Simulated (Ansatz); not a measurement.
One change: `N[SiH2][SnH3]` becomes `N[SiH2]S`.

Ansatz, PBE0-D4/def2-TZVP geometries, multiplicity 1. Each molecule was computed in one conformer, which needn't be the lowest.

Elements past krypton have def2 core potentials.

```csv
property,`N[SiH2][SnH3]`
HOMO–LUMO gap (PBE0/def2-TZVPP) / eV,7.01
size of the dipole moment (PBE/def2-TZVPP) / D,1.75
LUMO energy (B3LYP/def2-TZVPP) / eV,-0.48
LUMO energy (PBE0/def2-TZVPP) / eV,-0.26
HOMO energy (PBE0/def2-TZVPP) / eV,-7.27
size of the dipole moment (ωB97M-V/def2-TZVPP) / D,1.76
```

(1) Give the same properties after the change, and the shifts. (Best estimate.)

Answers

(1) Computed: 
```json
{"property": "HOMO–LUMO gap (PBE0/def2-TZVPP) / eV", "`N[SiH2]S`": "7.47", "shift": "0.46"}
{"property": "size of the dipole moment (PBE/def2-TZVPP) / D", "`N[SiH2]S`": "1.17", "shift": "-0.58"}
{"property": "LUMO energy (B3LYP/def2-TZVPP) / eV", "`N[SiH2]S`": "0.01", "shift": "0.49"}
{"property": "LUMO energy (PBE0/def2-TZVPP) / eV", "`N[SiH2]S`": "0.28", "shift": "0.54"}
{"property": "HOMO energy (PBE0/def2-TZVPP) / eV", "`N[SiH2]S`": "-7.19", "shift": "0.08"}
{"property": "size of the dipole moment (ωB97M-V/def2-TZVPP) / D", "`N[SiH2]S`": "1.14", "shift": "-0.62"}
```

With PBE0 the HOMO rises by 0.08 eV and the LUMO rises by 0.54 eV, so the gap widens by about 0.46 eV. PBE moves the HOMO by 0.07 eV and ωB97M-V by 0.01 eV. The zero-point energy changes by -27.8 kJ/mol with -6 modes. Dipoles are sizes alone; their direction can turn.

B3LYP here is the variant with VWN-RPA as its local correlation; programs differ in this.
